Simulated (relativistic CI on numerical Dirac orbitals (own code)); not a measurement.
**Sr V: q coefficients and field-shift factors**

Method of calculation: Dirac-Coulomb-Breit CI, KLI orbitals optimised for each configuration, valence Slater integrals scaled by 0.85, P86 correlation energy added to each configuration, derivatives by finite differences, QED left out (own radial code, finite nucleus).

Configuration list (outside the closed core [Ar] 3d10): 4s2 4p4, 4s 4p5, 4s2 4p3 4d, 4p6, 4s2 4p3 4f, 4s 4p4 4d, 4s2 4p3 5s. Double excitations out of closed p, d and f shells are left out; levels of such configurations are missing from the list, as are those of other unlisted configurations, and high levels can miss mixing partners.

With x = (α/α₀)² − 1 an excitation energy changes as ω = ω₀ + qx; K = 2q/ω₀ is the relative enhancement. Terms are leading LS components, so labels can repeat. The field-shift factor is F = δν/δ⟨r²⟩ for the transition from the lowest level.

Lowest level 4s2 4p4 3P_2.

```tsv
Level	ω₀ (cm⁻¹)	q (cm⁻¹)	K	F (GHz/fm²)
4s2 4p4 3P_1	8209.4	9532	2.32	-0.0895
4s2 4p4 3P_0	8761.5	6981	1.59	-0.0752
4s2 4p4 1D_2	20303.8	8225	0.81	-0.0475
4s2 4p4 1S_0	44642.5	12360	0.554	-0.297
4s 4p5 3P°_2	161533.2	13700	0.17	-10.4
4s 4p5 3P°_1	167475.7	19130	0.228	-10.3
4s 4p5 3P°_0	171404.1	23920	0.279	-10.3
4s 4p5 1P°_1	201036.4	16090	0.16	-6.71
4s2 4p3 4d 5D°_0	208462.4	7580	0.0727	0.838
4s2 4p3 4d 5D°_1	208591.3	7833	0.0751	0.839
4s2 4p3 4d 5D°_2	208648.4	7617	0.073	0.868
4s2 4p3 4d 5D°_3	208714.4	7337	0.0703	0.892
4s2 4p3 4d 5D°_4	209149.8	7912	0.0757	0.897
```

At this charge configurations can still be misplaced by up to about 7 % of their energy.
